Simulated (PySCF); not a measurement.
# LaSi at LDA

Computed with LDA; basis La def2-TZVPP with ECP46, Si def2-TZVPP; scalar-relativistic core potentials; PySCF 2.14.

* state: quartet, about 0.0 electrons in the 4f shell (Mulliken)
* bond length: 2.601 Å
* harmonic wavenumber: 346 cm⁻¹
* force constant: 1.64 mdyn/Å
* rotational constant Be: 0.1070 cm⁻¹
* anharmonicity ωexe: 0.899 cm⁻¹
* vibration–rotation constant αe: 0.000373 cm⁻¹
* well depth De to La (5d1 6s2) + Si: 3.42 eV
* dissociation energy D0: 3.40 eV
* bond order (Mayer): 2.27
* dipole moment (positive dipole means La(−)Si(+)): -4.22 D

Spin–orbit coupling is left out, which matters for elements this heavy, above all for dissociation energies. The state is the lowest single determinant that the PBE0 search found; with open d or f shells the true ground state can be another one.
